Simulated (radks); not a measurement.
Problem. These are the eigenvalues of the occupied orbitals of an atom or ion with whole-number occupations (eV). All-electron calculation, scalar-relativistic Kohn-Sham, LDA (Slater exchange, VWN5 correlation), spin-polarised, spherical densities, finite nucleus; Fermi nuclear charge, rms radius of each element as measured or else 0.836 A^(1/3) + 0.57 fm. Program: a radial shooting solver on a logarithmic mesh with Libxc functionals.

orbital  eigenvalue
1s up     -53048.09
1s down   -53045.61
2s up     -9819.599
2s down   -9818.040
2p up     -8870.307
2p down   -8868.183
3s up     -3079.737
3s down   -3077.219
3p up     -2786.381
3p down   -2783.632
3d up     -2411.585
3d down   -2409.055
4s up     -1410.323
4s down   -1399.417
4p up     -1300.860

Which element is it, and in what charge state? The configuration may be excited. Open shells, if any, are filled with parallel spins first.

Solution. Z = 65, terbium, charge +32: Tb32+ in [Ar] 3d10 4s2 4p3. The list shows which subshells hold electrons but not how many an open one holds; the 1s level, -1949.5 hartree, gives Z - s = 62.4 by -(Z - s)^2/2, which with screening and relativity narrows Z to a few neighbours, and the depths of the outer levels then fix element, charge and occupations together.
